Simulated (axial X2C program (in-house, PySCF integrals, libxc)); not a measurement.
# LiRu: from the spin-free to the two-component result

Calculated with an in-house all-electron X2C program for linear molecules (integrals from PySCF). Spin-free means the one-electron spin-free X2C Hamiltonian; two-component (2c) means X2C with spin–orbit coupling and atomic mean-field two-electron Coulomb and Gaunt terms, so the difference of the two also holds small scalar two-electron terms. Basis: Ru dyall-cv3z [12s12p8d5f3g], Li dyall-cv3z [7s8p2d] (cores contracted in-house); Gaussian nuclei, density fitting, unrestricted open shells. Masses: Ru 101.904 u, Li 7.016 u.

Spin-free state: M_S = 3/2, Λ = 0 (beyond evenly filled blocks: σα, δ+α, δ-α); fragments Ru + Li.

| level | Re (Å) | ωe (cm⁻¹) | De (eV) | μ (D) |
| --- | --- | --- | --- | --- |
| PBE0 | 2.437 | 371.6 | 1.451 | 3.71 |
| HF | 2.705 | 243.9 | 0.177 | 2.29 |
| CCSD | 2.451 | 379.3 | 1.333 | n/a |
| CCSD(T) | 2.434 | 392.1 | 1.472 | n/a |
| PW91 | 2.391 | 395.6 | 1.821 | 3.91 |

Correlated methods: 9 electrons correlated (number of frozen shells: Ru 4 s, 3 p, 1 d; Li 1 s), 265 virtual spin orbitals or spinors in MP2, 90 natural virtuals in coupled cluster.

Dipoles are positive if Li is the positive end.

Two-component determinant lowest at the distance of the search:

Ω = 3/2 (⟨Sz⟩ = 1.48, ⟨Lz⟩ = 0.02 at HF); fragments Ru + Li.

```
  level  Re (Å)  ωe (cm⁻¹)  μ (D)
   PBE0   2.438      371.3   3.72
     HF   2.706      244.1   2.30
   CCSD   2.453      378.5    n/a
CCSD(T)   2.437      391.1    n/a
   PW91   2.392      395.2   3.91
```

From the two tables, how do the constants change at the CCSD(T) level (2c against spin-free)?

At the CCSD(T) level Re increases by 0.003 Å and ωe falls by 1.0 cm⁻¹.

Occupations by symmetry block were frozen at the best pattern of an incomplete PBE0 search. Dissociation energies refer to the lowest single-determinant-based atoms at the same level and basis. De is not given where an atomic determinant may have missed its ground term or J level, or where the truncated virtual space spoils (T). Density functionals use the spin component along the axis (collinear). CCSD and (T) use frozen natural virtuals with an MP2 correction for the truncation; (T) itself is uncorrected, so its De runs slightly low. Other states lie close and PBE0, whose exact exchange favours high spin, may order them wrongly; the determinant shown need not be the ground state. The nearest other spin-free determinant of the search, M_S = 3/2, Λ = 2, lies 0.31 eV up at the distance of the search. Without a current term, density functionals place determinants with orbital angular momentum somewhat too high. With several unpaired electrons one determinant need not be a pure state. This is the top spin component of a Σ state; components of lower Ω are not single determinants and can lie lower. The determinant is spin-polarised beyond a pure state at some levels (its spin-free form has ⟨S²⟩ too high), which makes Re and μ there less reliable. The T1 diagnostic is large, a sign of multireference character.
